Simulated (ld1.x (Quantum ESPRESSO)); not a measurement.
## Cr (Z = 24): variants of one RRKJ potential

Base potential:

```json
{
  "Element": "chromium (Cr)",
  "Generator": "ld1.x (Quantum ESPRESSO) 7.5",
  "Type": "norm-conserving RRKJ (Kleinman–Bylander form)",
  "Functional": "LDA (PZ)",
  "Relativity": "scalar-relativistic",
  "Frozen core": "[Ar]",
  "Valence charge": "6",
  "Reference configuration": "3d5 4s1 4p0",
  "Partial waves": "4s (bound): rc 2.65 bohr; 3d (bound): rc 2.05 bohr; 4p (bound, empty): rc 2.90 bohr",
  "Local potential": "the p channel",
  "Core correction": "a·sin(br)/r model core inside 2.00 bohr",
  "rho0": "0.01"
}
```

Cutoffs, loose and tight: the cutoffs (Ry, on a coarse ladder) from which the occupation-weighted sum of valence levels, in a spherical-Bessel basis at the reference potential, stays within 10 and 1 mRy of its value at 400 Ry. They do not see the model core or the augmentation charge, which bear on the density cutoff. Test errors are all-electron minus pseudo excitation energies from the reference, over the configurations 3d5 4s0 4p0; 3d4 4s0 4p0; 3d3 4s0 4p0; 3d5.5 4s0.5 4p0; 3d4 4s1 4p1; 3d4 4s2 4p0; 3d5 4s0.5 4p0 (two spin-polarised tests are not counted in the largest error). A dash means not determined; rows that change the core or the reference have their own tests. The largest error is taken over the tests solved by every variant that gives reliable tests at all: 3d3 4s0 4p0; 3d4 4s0 4p0; 3d5 4s0 4p0; 3d5 4s0.5 4p0.

A true bound ghost makes a file unfit for plane-wave use even where its test errors are small: the radial tests pick states by their node count and pass the ghost by. Where a test does run into it, the solver fails or the error is huge.

| change | outcome | cutoff, loose | cutoff, tight | bound ghosts | largest test error (meV) |
| --- | --- | --- | --- | --- | --- |
| base | generated | 40 Ry | 60 Ry | none | -682 |
| fully relativistic | generated | 40 Ry | 60 Ry | none | -681 |
| wave 3d (bound): rc 2.05 bohr becomes 3d (bound): rc 2.10 bohr | generated | 40 Ry | 55 Ry | none | -597 |
| local potential the d channel | generated | 60 Ry | 70 Ry | s, p | -575 |
| core correction a·sin(br)/r model core inside 0.94 bohr | generated | 40 Ry | 60 Ry | none | -957 |

(1) What comes out with this change to the base: wave 4s (bound): rc 2.65 bohr becomes 4s (bound): rc 3.86 bohr?

(2) What comes out with this change to the base: wave 4p (bound): rc 2.90 bohr becomes 4p (bound): rc 3.26 bohr?

Results:

(1) outcome: generated; cutoff, loose: 40 Ry; cutoff, tight: 60 Ry; bound ghosts: none; largest test error (meV): -1207.

(2) outcome: generated; cutoff, loose: 40 Ry; cutoff, tight: 60 Ry; bound ghosts: s; largest test error (meV): -685.
